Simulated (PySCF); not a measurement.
**Excitation energy of Xe+ by level of theory**

Xe+ [Kr] 4d10 5s2 5p5 (2P) → Xe+ [Kr] 4d10 5s2 5p4 5d1 (high-spin determinant), as a difference of total energies. Computed with PySCF 2.14 in aug-cc-pwCVDZ-PP with ECP28MDF (6s5p4d1f, 48 functions), with a scalar-relativistic core potential. Correlated levels: valence: 4s2 4p6 4d10 frozen; valence and next inner shell: nothing frozen outside the core potential. The calculations carry no spin-orbit coupling.

| method | excitation energy (cm⁻¹) |
| --- | --- |
| UHF | 93886 |
| LDA | 98586 |
| PBE | 95730 |
| PBE0 | 96499 |
| r2SCAN | 97260 |
| wB97X | 100310 |
| B3LYP | 98137 |
| r2SCAN0 | 97455 |
| PBEsol | 96275 |
| MP2 (valence) | 99196 |
| SCS-MP2 (valence) | 99090 |
| MP2 (valence and next inner shell) | 101780 |
| SCS-MP2 (valence and next inner shell) | 100990 |

The promoted electron is Rydberg-like, and one or two diffuse shells describe it only roughly, which tends to raise the upper state.

The determinant of the upper state mixes LS terms, which raises its energy above the lowest term, most at the Hartree-Fock and MP2 levels.
